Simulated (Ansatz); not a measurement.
```yaml
crystal:
  periodic: [false, false, false]
  atoms:
    - {symbol: B, position_ang: [-0.466839, 1.017631, 0.322231]}
    - {symbol: C, position_ang: [0.191172, 0.124374, 0.515598]}
    - {symbol: O, position_ang: [-0.170983, -0.610249, 0.908409]}
    - {symbol: Si, position_ang: [0.207240, -0.316878, -0.670939]}
    - {symbol: H, position_ang: [-0.185853, 1.466368, -0.241779]}
    - {symbol: H, position_ang: [-1.269344, 0.829960, 0.520642]}
    - {symbol: H, position_ang: [0.762271, 0.288025, 0.453965]}
    - {symbol: H, position_ang: [0.187382, -1.161082, 0.986779]}
    - {symbol: H, position_ang: [0.286929, -1.224125, -0.610164]}
    - {symbol: H, position_ang: [-0.598380, -0.329680, -1.089558]}
    - {symbol: H, position_ang: [0.861955, 0.095284, -1.323653]}
basis:
  gaussian: {orbitals: cc-pVTZ}
hamiltonian: {xc: {name: HSE06}, dispersion: d3bj}
accuracy: high
output: {forces: true}
```

```sh
$ ansatz run in.yaml --threads 2 --pin off --events-out ev --progress --plain --max-ram 4352MiB
```

It prints (some lines left out):

```
Functional definition: HSE06
3690 factors; integrals over basis functions are off by at most 3.5e-9 eV
89 factors; integrals over basis functions are off by at most 1.6e-9 eV
mean field evaluation 1: about -11639.4227 eV, gradient 1.3e2 eV
mean field evaluation 2: about -11587.6532 eV, gradient 1.9e2 eV
mean field evaluation 4: about -11664.7956 eV, gradient 1.2e1 eV
mean field evaluation 8: about -11665.4126 eV, gradient 1.3e0 eV
mean field evaluation 16: about -11665.4157 eV, gradient 2.1e-4 eV
mean field -11665.41566445 eV, -428.6961185660 hartree, gradient 3.5e-8 eV, S^2 0.000000; 0 other end points of the search recorded, 0 dependent functions left out
reference -11665.41566797 eV, -428.6961186950 hartree; 20, 20 occupied and 202, 202 virtual orbitals, 3690 factors
Total energy: -11665.56944164 eV, -428.7017697735 hartree
Atom 0 at    -0.466839     1.017631     0.322231 Å, force    -7.652143    11.263930    10.990718 eV/Å
Atom 1 at     0.191172     0.124374     0.515598 Å, force   -32.538787    48.224991    17.311188 eV/Å
Atom 2 at    -0.170983    -0.610249     0.908409 Å, force   -60.917955   -40.137937    41.460713 eV/Å
Atom 3 at     0.207240    -0.316878    -0.670939 Å, force    17.056153    14.513993   -15.801465 eV/Å
Atom 4 at    -0.185853     1.466368    -0.241779 Å, force    10.195534    20.881869   -22.151798 eV/Å
Atom 5 at    -1.269344     0.829960     0.520642 Å, force   -19.784965    -2.646325     4.744241 eV/Å
Atom 6 at     0.762271     0.288025     0.453965 Å, force    83.868762    23.012341    -6.839774 eV/Å
Atom 7 at     0.187382    -1.161082     0.986779 Å, force    25.046208   -42.210760     7.421996 eV/Å
Atom 8 at     0.286929    -1.224125    -0.610164 Å, force     6.552598   -43.378456     1.584165 eV/Å
Atom 9 at    -0.598380    -0.329680    -1.089558 Å, force   -39.734495    -0.548569   -20.831533 eV/Å
Atom 10 at     0.861955     0.095284    -1.323653 Å, force    17.909091    11.024924   -17.888450 eV/Å
Dipole moment:     0.376045    -0.464079     0.321178 e Å
```

Problem. What is wrong with this run?

Solution. The geometry is squeezed to about two thirds of its size. The run converged. The result belongs to that input, not to the molecule as meant.

HSE06 is defined as in plane-wave codes.
